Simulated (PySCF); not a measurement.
C5H14Si, SMILES C(CC)[SiH2]CC, GFN2-xTB optimised geometry.

```
20

C      3.09    -1.64     0.00
C      1.57    -1.66    -0.01
C      0.98    -0.26     0.00
Si    -0.92    -0.26     0.00
C     -1.56     1.54     0.00
C     -3.08     1.62     0.00
H      3.47    -1.11    -0.87
H      3.49    -2.65    -0.01
H      3.46    -1.14     0.89
H      1.21    -2.21     0.86
H      1.22    -2.19    -0.90
H      1.35     0.29    -0.87
H      1.35     0.27     0.88
H     -1.42    -0.95     1.19
H     -1.42    -0.95    -1.19
H     -1.18     2.07     0.87
H     -1.18     2.07    -0.87
H     -3.49     1.12    -0.88
H     -3.42     2.65    -0.01
H     -3.49     1.13     0.88
```

Density from PySCF 2.14.0 with B3LYP/def2-SVP at that geometry.

Minimum of the electron density along straight lines between bonded atoms, close to the bond critical point (lines longer than 1.1 times the sum of covalent radii, or with two minima, are not listed):

| bond | length / Å | ρ at the minimum / e bohr⁻³ | ∇²ρ there / e bohr⁻⁵ | position (fraction from the first atom) |
|---|---|---|---|---|
| C1–C2 | 1.525 | 0.246 | -0.57 | 0.50 |
| C2–C3 | 1.525 | 0.243 | -0.55 | 0.50 |
| C3–Si4 | 1.901 | 0.113 | 0.32 | 0.62 |
| Si4–C5 | 1.903 | 0.112 | 0.32 | 0.38 |
| C5–C6 | 1.523 | 0.242 | -0.54 | 0.50 |
| C1–H7 | 1.088 | 0.277 | -1.01 | 0.62 |
| C1–H8 | 1.088 | 0.277 | -1.01 | 0.62 |
| C1–H9 | 1.088 | 0.277 | -1.01 | 0.62 |
| C2–H10 | 1.092 | 0.277 | -1.00 | 0.62 |
| C2–H11 | 1.092 | 0.277 | -1.00 | 0.62 |
| C3–H12 | 1.092 | 0.271 | -0.95 | 0.62 |
| C3–H13 | 1.092 | 0.271 | -0.95 | 0.62 |
| Si4–H14 | 1.471 | 0.115 | 0.33 | 0.49 |
| Si4–H15 | 1.471 | 0.115 | 0.33 | 0.49 |
| C5–H16 | 1.092 | 0.272 | -0.95 | 0.62 |
| C5–H17 | 1.092 | 0.272 | -0.95 | 0.62 |
| C6–H18 | 1.087 | 0.278 | -1.02 | 0.62 |
| C6–H19 | 1.089 | 0.276 | -1.01 | 0.62 |
| C6–H20 | 1.087 | 0.278 | -1.02 | 0.62 |
